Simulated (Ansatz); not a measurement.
| atom | x (Å) | y (Å) | z (Å) |
| --- | --- | --- | --- |
| S | 0.0243 | 0.0435 | -0.0043 |
| F | 1.5321 | -0.0120 | -0.0009 |
| F | -1.5446 | -0.0345 | 0.0028 |
| F | -0.0106 | 1.6172 | 0.0324 |
| F | -0.0453 | -1.5864 | -0.0203 |
| F | -0.0121 | 0.0430 | 1.5582 |
| F | 0.0309 | -0.0065 | -1.6194 |

Basis set: 6-31G* (spherical functions). Frozen core: 11 orbitals. Charge 0, multiplicity 1.

Computed with Ansatz (development build ahead of 0.2.0); each method stands on the lowest determinant of its kind that the runs found. Restricted open shells among the atoms or ions are ROHF, correlated in semicanonical orbitals with singles.

The atomization energy at this shape (free ground-state atoms in the same class of orbitals less the molecule, no zero-point energy) of singlet SF6:

| method | atomization energy |
| --- | --- |
| RHF-MP2 | 1847.2 kJ/mol |

(1) What does RHF give?

Results:

(1) 883.0 kJ/mol. Caution: the shape is not the minimum.
